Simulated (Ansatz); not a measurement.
Consider the homolysis of the N–Si bond: `O[SiH2]N[SiH](F)F` → `[NH][SiH](F)F`• + `O[SiH2]`•.

Computed with Ansatz on PBE0-D4/def2-TZVP structures; ΔE is electronic, products minus reactants. CBS: MP2 limit from def2 TZ/QZ plus the TZ coupled-cluster correction, frozen cores. This one scheme is used for every species. DFT in def2-TZVPP. Open shells (•) are unrestricted, without spin–orbit coupling. One conformer a species, not always the lowest.

```csv
level,ΔE (kJ/mol)
PBE-QIDH,516.7
HF/CBS(def2),397.6
```

(1) What does CCSD(T)/CBS give? (Best estimate.)

Largest T1 diagnostic among the species: 0.015.

## Answers

(1) Ansatz gave: +526.4 kJ/mol. The listed levels differ from it by -9.7, -128.8 kJ/mol.

From PBE to PBE0 (25 % exact exchange), in def2-TZVPP and without D4, ΔE moves by +7.1 kJ/mol. The D4 term adds +15.3 kJ/mol with B3LYP and +8.5 kJ/mol with PBE0; it sums over pairs of atoms, weighted by their polarisabilities, and B3LYP, whose exchange is more repulsive, gets the larger term.

CCSD(T)/CBS has its own doubt, a few kJ/mol and more with outer-core shells, so smaller differences from it don't rank the levels.

B3LYP here is the variant with VWN-RPA as its local correlation; programs differ in this.
